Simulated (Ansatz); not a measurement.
```yaml
crystal:
  periodic: [false, false, false]
  atoms:
    - {symbol: Ru, position_ang: [0.018921, -0.153442, -1.083294]}
    - {symbol: Al, position_ang: [-0.706619, 1.644420, 0.123107]}
    - {symbol: Al, position_ang: [-1.050932, -1.349409, 0.541281]}
    - {symbol: Al, position_ang: [1.738629, -0.141569, 0.418915]}
basis:
  gaussian: {orbitals: ANO-RCC-VTZP}
magnetization: {spin_polarized: true, initial_magnetization: 1}
hamiltonian: {xc: {name: PBE0}, dispersion: d3bj}
output: {forces: true}
```

```sh
$ ansatz run in.yaml --threads 4 --pin off --events-out ev --progress --plain --max-ram 3916MiB
```

Output, abridged:

```
Functional definition: PBE0
  name "PBE0"
  cite "Adamo & Barone, J. Chem. Phys. 110, 6158 (1999) doi:10.1063/1.478522"
  cite "Perdew, Burke & Ernzerhof, Phys. Rev. Lett. 77, 3865 (1996) doi:10.1103/PhysRevLett.77.3865"
  parent pbe
  parameter a = 0.25
  parameter kappa = 0.804
  parameter beta = 0.06672455060314922
  exchange = (1 - a)*pbe_x(kappa = kappa, mu = beta*pi^2/3) + a*exact_x
  correlation = pbe_c(beta = beta)
1256 factors; integrals over basis functions are off by at most 9.5e-4 eV
mean field evaluation 1: about -143048.2435 eV, gradient 9.7e1 eV
mean field evaluation 2: about -142651.6912 eV, gradient 2.2e2 eV
mean field evaluation 4: about -143056.8001 eV, gradient 8.4e1 eV
mean field evaluation 8: about -143087.0613 eV, gradient 4.2e0 eV
mean field evaluation 16: about -143087.2563 eV, gradient 4.8e-2 eV
mean field evaluation 32: about -143087.2565 eV, gradient 2.2e-4 eV
mean field -143087.25648718 eV, -5258.3596878778 hartree, gradient 2.9e-5 eV, S^2 0.806015; 6 other end points of the search recorded, 0 dependent functions left out
the calculation of the forces begins
reference -143087.25652254 eV, -5258.3596891774 hartree; 42, 41 occupied and 128, 129 virtual orbitals, 1256 factors
Total energy: -143087.47506575 eV, -5258.3677204924 hartree
Relativity: scalar
Atom 0 at     0.018921    -0.153442    -1.083294 Å, force    -0.013286     0.108018     0.763360 eV/Å
Atom 1 at    -0.706619     1.644420     0.123107 Å, force     0.164682    -0.400575    -0.199931 eV/Å
Atom 2 at    -1.050932    -1.349409     0.541281 Å, force     0.243377     0.284428    -0.295708 eV/Å
Atom 3 at     1.738629    -0.141569     0.418915 Å, force    -0.394773     0.008129    -0.267721 eV/Å
Dipole moment:     0.000321    -0.002645    -0.018837 e Å
```

It took 29 s on 4 threads of Arm Neoverse V1 on a shared host, peak host memory 0.74 GiB.

DK, ANO-RCC and x2c sets are all-electron and run with scalar relativity unless a key says otherwise.
